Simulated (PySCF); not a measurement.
Delta-SCF ions had no search for a lower state. Excitations are Tamm–Dancoff values on a coarser integration grid. The basis has no diffuse functions, so Rydberg states are missing or too high.

H12Si4Sn, SMILES `[SiH3][Sn]([SiH3])([SiH3])[SiH3]` (charge 0, multiplicity 1)

Computed with M06-2X/def2-TZVP // PBE0-D3(BJ)/def2-SVP (PySCF).

- HOMO: -8.41 eV
- dipole moment: 0.01 D
- HOMO–LUMO gap: 8.68 eV
- LUMO: 0.27 eV
- S1 excitation (TDA): 6.04 eV
- S1 oscillator strength: 0.000
- vertical ionisation energy (Delta-SCF): 9.11 eV
- total energy: -37533.59 eV
- cost: around 40 core-minutes (rough)

```xyz
17

Si    -0.4123    -0.3147     2.5148
Sn     0.0023     0.0005     0.0001
Si    -1.4512    -1.6557    -1.3188
Si     2.4805    -0.4282    -0.5192
Si    -0.6158     2.3992    -0.6775
H     -1.8509    -0.0657     2.8378
H     -0.0637    -1.7100     2.9239
H      0.4278     0.6397     3.3018
H     -2.8992    -1.4095    -1.0363
H     -1.1188    -3.0607    -0.9286
H     -1.2160    -1.4974    -2.7873
H      2.8558    -1.8227    -0.1307
H      2.7433    -0.2506    -1.9806
H      3.3402     0.5294     0.2424
H     -2.0554     2.6668    -0.3735
H      0.2239     3.3823     0.0741
H     -0.3905     2.5973    -2.1425
```
